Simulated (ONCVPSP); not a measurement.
## Transferability test, ONCV potential for Al

aluminium, optimised norm-conserving Vanderbilt (ONCV), made with ONCVPSP 4.0.1 (PBEsol, scalar-relativistic). Core [Ne], reference 3s2 3p1. Waves: 3s: rc 1.90 bohr, ncon 4, nbas 7, qcut 4.1 1/bohr, 3 projectors, debl 2.7 Ha; 3p: rc 2.10 bohr, ncon 3, nbas 6, qcut 3.2 1/bohr, 2 projectors, debl 2.4 Ha; d scattering state at 0.3 Ha: rc 2.15 bohr, ncon 3, nbas 6, qcut 4.3 1/bohr, 2 projectors, debl 0.7 Ha. Local part: polynomial inside 1.45 bohr (lpopt 4, dvloc0 0 Ha). Core correction: Teter function, fcfact 4, rcfact 1.7.

Energies are relative to the spin-unpolarised reference configuration 3s2 3p1; without spin polarisation the order of configurations can differ from experiment.

| valence configuration | charge | ΔE all-electron (eV) | error AE − PS (meV) |
| --- | --- | --- | --- |
| 3s2 3p0 | +1 | 5.736 | +0.2 |
| 3s2 3p0.5 | +0.5 | 2.074 | +0.6 |

(1) What are ΔE and the potential's error for 3s0 3p3?

(2) What are ΔE and the potential's error for 3s1 3p0?

Levels in the configuration 3s2 3p0.5:

```
level  all-electron (eV)  pseudo (eV)
   3s            -11.057      -11.058
   3p             -5.676       -5.674
```

Results:

(1) ΔE = 10.406 eV all-electron; the error (AE − PS) is -38 meV.

(2) ΔE = 24.907 eV all-electron; the error (AE − PS) is -106 meV.
